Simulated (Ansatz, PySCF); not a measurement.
Si(H)2(Br)(Et) (C2H7BrSi), SMILES C([SiH2]Br)C. Atoms are numbered in the order given.

```xyz
11

Si    -0.0904     1.0661    -0.4552
Br     1.1619    -0.5752     0.4489
C     -1.7596     0.3674    -0.9665
C     -2.5808    -0.2392     0.1775
H     -0.2368     2.1261     0.5803
H      0.6543     1.6055    -1.6254
H     -2.3104     1.1967    -1.4490
H     -1.5796    -0.3801    -1.7585
H     -3.5461    -0.6283    -0.1836
H     -2.7955     0.5065     0.9602
H     -2.0411    -1.0720     0.6548
```
Charge 0, spin multiplicity 1.

Geometry optimised at B3LYP-D3(BJ)/def2-SVP. The values are those of a single conformer.

Two levels are set side by side: PBE-D3(BJ)/def2-SVP (Ansatz, an electronic-structure program) and B3LYP-D3(BJ)/def2-SVP (Ansatz). Each level has its own optimised geometry; the coordinates shown are those of the second. Frequencies come from the Hessian of PySCF at each geometry. Differences are taken from unrounded values.

| quantity | B3LYP-D3(BJ) | PBE-D3(BJ) | PBE-D3(BJ) minus B3LYP-D3(BJ) |
|---|---|---|---|
| mean bond length (Å) | 1.416 | 1.423 | 0.007 |
| bond Si1–Br2 (Å) | 2.254 | 2.254 | 0.000 |
| bond Si1–C3 (Å) | 1.880 | 1.888 | 0.007 |
| bond C3–C4 (Å) | 1.533 | 1.533 | 0.000 |
| bond Si1–H5 (Å) | 1.489 | 1.504 | 0.014 |
| bond Si1–H6 (Å) | 1.488 | 1.503 | 0.014 |
| bond C3–H7 (Å) | 1.106 | 1.114 | 0.008 |
| bond C3–H8 (Å) | 1.104 | 1.112 | 0.008 |
| bond C4–H9 (Å) | 1.102 | 1.109 | 0.007 |
| bond C4–H10 (Å) | 1.102 | 1.110 | 0.007 |
| bond C4–H11 (Å) | 1.101 | 1.109 | 0.008 |
| highest harmonic wavenumber (cm⁻¹) | 3116 | 3061 | -55 |
| mean harmonic wavenumber (cm⁻¹) | 1357 | 1321 | -36 |
| zero-point energy (kcal/mol) | 52.38 | 50.97 | -1.40 |

Exact exchange shortens and stiffens bonds; PBE has none. Differences between two approximate levels are no errors against the true value.
